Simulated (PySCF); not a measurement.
## Ionisation energy of Sn²⁺ by level of theory

Sn²⁺ [Kr] 4d10 5s2 (1S) → Sn³⁺ [Kr] 4d10 5s1 (2S), as a difference of total energies. Calculation: PySCF 2.14, in aug-cc-pVDZ-PP with ECP28MDF (5s4p3d, 32 functions); a scalar-relativistic core potential. Correlated levels: valence: 4s2 4p6 4d10 frozen. The calculations carry no spin-orbit coupling.

```tsv
method	ionisation energy (eV)	error (eV)
UHF	28.553	-1.953
LDA	31.270	+0.764
PBE	30.800	+0.294
PBE0	30.436	-0.070
r2SCAN	30.474	-0.032
PW91	30.901	+0.395
M06-2X	30.393	-0.113
TPSS	30.469	-0.037
BLYP	30.946	+0.440
MP2 (valence)	29.152	-1.354
SCS-MP2 (valence)	29.271	-1.235
```

Reference: 30.506 eV (measured; NIST Atomic Spectra Database, ionization energies).

Errors of the correlated levels include the incompleteness of this basis and the frozen core.

MP2 underrates the near-degeneracy of ns² with np² in the lower species.
